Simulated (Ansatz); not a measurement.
Stepwise reaction of `[O]=[W]([OH])([OH])=[S]` with ammonia, as a gas-phase model of exchange steps in deposition or etching. ΔE in kJ/mol; ΔG adds harmonic PBE0-D4 terms to CCSD(T)/CBS, at 1 bar.

Program: Ansatz. Geometries: PBE0-D4/def2-TZVP. ΔE: electronic, gas phase. CCSD(T)/CBS is the MP2 limit (def2-TZVPP, def2-QZVPP) plus CCSD(T) − MP2 in def2-TZVPP, frozen cores. This one scheme is used for every species. Functionals use def2-TZVPP. B3LYP here is the variant with VWN-RPA as its local correlation; programs differ in this. def2 core potentials past Kr. For W outer-core shells are correlated without core-valence functions, which leaves a few kJ/mol of doubt a bond. One conformer a species, not always the lowest.

| step | reaction | PBE-D4 | B3LYP-D4 | ωB97M-V | CCSD(T)/CBS | ΔG(400 K) |
| --- | --- | --- | --- | --- | --- | --- |
| 1 | `[O]=[W]([OH])([OH])=[S]` + NH₃ → `[NH2][W](=[O])([OH])=[S]` + H₂O | 26.3 | 26.3 | 26.5 | 20.0 | 17.6 |

Give the row of step 2, `[NH2][W](=[O])([OH])=[S]` + NH₃ → `[NH2][W]([NH2])(=[O])=[S]` + H₂O. (An estimate is asked.)

Ansatz gave: 
```
step                                                              reaction  PBE-D4  B3LYP-D4  ωB97M-V  CCSD(T)/CBS  ΔG(400 K)
   2  `[NH2][W](=[O])([OH])=[S]` + NH₃ → `[NH2][W]([NH2])(=[O])=[S]` + H₂O    28.6      28.8     28.4         22.2       20.1
```

By hand: ΔE of the 2 steps together at CCSD(T)/CBS.

(20.0) + (22.2) = 42.2 kJ/mol, or 21.1 kJ/mol a step.

In ΔE the steps differ by no more than 2.2 kJ/mol. All are uphill at CCSD(T)/CBS. ΔG lies between 17.6 and 20.1 kJ/mol a step. PBE-D4 differs from CCSD(T)/CBS by 6.3 to 6.4 kJ/mol a step. Isolated molecules leave out the surface, adducts and barriers. Largest T1 diagnostic: 0.023.
